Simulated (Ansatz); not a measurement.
Te(Br)(OMe) (CH₃BrOTe), SMILES O([Te]Br)C.

The structure is a stationary point at B3LYP-D3(BJ)/def2-SVP. This is a generated structure with no PubChem entry under its InChIKey; it may be hypothetical. The def2 effective core potentials stand for the cores of Te; spin–orbit coupling is left out. The values are those of a single conformer.

Two levels are set side by side: PBE/def2-SVPD (Ansatz, a program for electronic structure) and CAM-B3LYP/def2-SVPD (Ansatz). Energy differences of separate SCF runs at the same geometry; the states with an electron removed or added have multiplicity 2 and 2. Differences are taken from unrounded values.

```json
[
 {"quantity": "vertical ionisation energy (eV)", "CAM-B3LYP": "8.70", "PBE": "8.27", "PBE minus CAM-B3LYP": "-0.42"},
 {"quantity": "vertical electron affinity (eV)", "CAM-B3LYP": "1.12", "PBE": "1.01", "PBE minus CAM-B3LYP": "-0.11"},
 {"quantity": "vertical singlet–triplet gap (eV)", "CAM-B3LYP": "1.76", "PBE": "1.62", "PBE minus CAM-B3LYP": "-0.13"}
]
```
